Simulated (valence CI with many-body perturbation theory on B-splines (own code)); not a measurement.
A CI+MBPT run for Te3+

Calculated by configuration interaction combined with many-body perturbation theory (CI+MBPT): three valence electrons over a frozen Dirac-Fock core [Kr] 4d10, a basis of 6 s, 6 p, 5 d, 3 f, 1 g functions for each j, with the one-electron correlation potential Σ1 (screened to all orders), the two-electron term Σ2, the three-electron term Σ3, Breit, model QED; selected single and double excitations, second order for the rest, scaled by the run's own slope (own B-spline code, finite nucleus).

Command, and the settings that its task file holds:

```sh
python run_cv.py task.json out
```

```
atom Te  Z=52  mass_number=130  rms_radius_fm=4.7423
core [Kr] 4d10
valence 5s2 5p1
avg = 1
basis = S
breit = 1
cap = 10000
capref = 1200
cscale = 1
de = 0.0
dress = 0
eps = 2e-08
extrap = 1
h = 0.27
hh = 1
l2 = 3
lcore = 6
maxit = 60
n2 = 5
natural = 1
nlev = 21
nno = [3, 3, 3, 2, 1]
nroot = 26
nsp = [3, 3, 2, 1, 0]
pt2 = 1
qed = 1
rpa = 1
s1 = 1
s2 = 3
s3 = 1
screen = 1
tol = 2e-05
whole = 1
```

It took 62 s on 1 thread of Arm Neoverse V1 (shared host).

Log. The first blocks belong to the next ion, which gives the ionisation energy. Fields: 2J, parity (1 odd), roots, reference size, generating configurations, candidates as configurations/state functions, variational space P, stored matrix elements, Davidson steps; e2 is the range of second-order energies in hartree. The first line gives the box (bohr), its intervals, the orbitals and the steps of their self-consistent field. Window is the range of levels sought, series limit the energy at which the first omitted orbital would enter, core excitation an estimate of the first excitation out of the core, left out the lowest levels not solved, and shifts from estimates the range by which levels moved from their first estimate, all in cm⁻¹.

```
rmax 17.7 intervals 64 orbitals 36 references ['5s2 5p', '5s 5p2', '5s2 5d'] scf 7 t 1.6
2J=0 par=0 roots 2 ref 15 generators 7 cand 92/92 P 107/107 nnz 0 it 0
   second order: generators 31 cand 0/0 e2 -0.00000 -0.00000
reference levels 99, estimated 99, window 194886 1/cm; series limit 214573, core excitation 355145
2J=1 par=1 roots 5 ref 11 generators 22 cand 1093/1606 P 1202/1763 nnz 0 it 3
2J=1 par=1 roots 5 ref 11 generators 59 cand 1882/2765 P 1571/2332 nnz 0 it 6
   second order: generators 124 cand 1609/2324 e2 -0.00001 -0.00000
2J=3 par=1 roots 8 ref 16 generators 27 cand 1843/3866 P 1433/2946 nnz 1.2e+06 it 4
2J=3 par=1 roots 8 ref 16 generators 79 cand 2319/4758 P 1855/3865 nnz 1.9e+06 it 5
   second order: generators 160 cand 1991/4040 e2 -0.00001 -0.00000
2J=1 par=0 roots 6 ref 12 generators 28 cand 1143/1614 P 1274/1857 nnz 0 it 4
2J=1 par=0 roots 6 ref 12 generators 65 cand 1817/2671 P 1681/2458 nnz 0 it 5
   second order: generators 153 cand 1522/2218 e2 -0.00001 -0.00000
2J=3 par=0 roots 6 ref 16 generators 27 cand 1789/3592 P 1413/2897 nnz 1.2e+06 it 4
2J=3 par=0 roots 6 ref 16 generators 66 cand 2267/4698 P 1745/3626 nnz 1.7e+06 it 5
   second order: generators 154 cand 2071/4241 e2 -0.00001 -0.00000
2J=5 par=0 roots 5 ref 15 generators 26 cand 2137/4856 P 1298/2995 nnz 1.3e+06 it 4
2J=5 par=0 roots 5 ref 15 generators 53 cand 2395/5421 P 1584/3636 nnz 1.8e+06 it 7
   second order: generators 125 cand 2331/5324 e2 -0.00001 -0.00000
2J=7 par=1 roots 3 ref 5 generators 14 cand 1719/4176 P 937/2105 nnz 0 it 3
2J=7 par=1 roots 3 ref 5 generators 39 cand 2446/5722 P 1210/2690 nnz 1.1e+06 it 4
   second order: generators 75 cand 2272/5349 e2 -0.00001 -0.00001
2J=5 par=1 roots 5 ref 10 generators 22 cand 2015/4856 P 1281/2860 nnz 1.3e+06 it 5
2J=5 par=1 roots 5 ref 10 generators 59 cand 2540/5933 P 1611/3665 nnz 1.9e+06 it 9
   second order: generators 113 cand 2272/5244 e2 -0.00001 -0.00000
2J=9 par=1 roots 1 ref 1 generators 4 cand 931/2062 P 377/785 nnz 0 it 0
2J=9 par=1 roots 1 ref 1 generators 12 cand 1737/3763 P 529/1067 nnz 0 it 0
   second order: generators 19 cand 1922/4293 e2 -0.00001 -0.00001
left out: unestimated none, estimated 207656, shifts from estimates -3 to 0
operators 5.6
```

The Davidson iterations converged. The settings are bad on purpose, so the numbers may not be properties of the ion.

Set against measurement, 8 paired levels are off by 5390 cm⁻¹ on average, the worst by 10624. These come from a selection out of Moore, Atomic Energy Levels, vol. III, NSRDS-NBS 35 (1971 reprint of NBS Circular 467, 1958), an old analysis. Levels without a partner in it may be off by more.

```yaml
Valence_energy: -6.097888 hartree
Ionisation_energy: "36.912 eV (NIST: 37.4155 eV (measured))"
Reference_configurations_for_the_orbitals: 5s2 5p, 5s 5p2, 5s2 5d
Radial_orbitals: 36
Box_radius: 17.7 bohr
Largest_variational_space: 3865
Lowest_levels: 5s2.5p 2P°_1/2 0.0, 5s2.5p 2P°_3/2 9326, 5s.5p2 4P_1/2 76200, 5s.5p2 4P_3/2 80810, 5s.5p2 4P_5/2 84948, 5s.5p2 2D_3/2 95274, 5s.5p2 2D_5/2 98266, 5s.5p2 2P_1/2 100304, 5s.5p2 2P_3/2 109332, 5s.5p2 2S_1/2 115456, 5s2.5d 2D_3/2 120828, 5s2.5d 2D_5/2 121777, 5s2.6s 2S_1/2 129202, 5s2.6p 2P°_1/2 156737 cm⁻¹
```
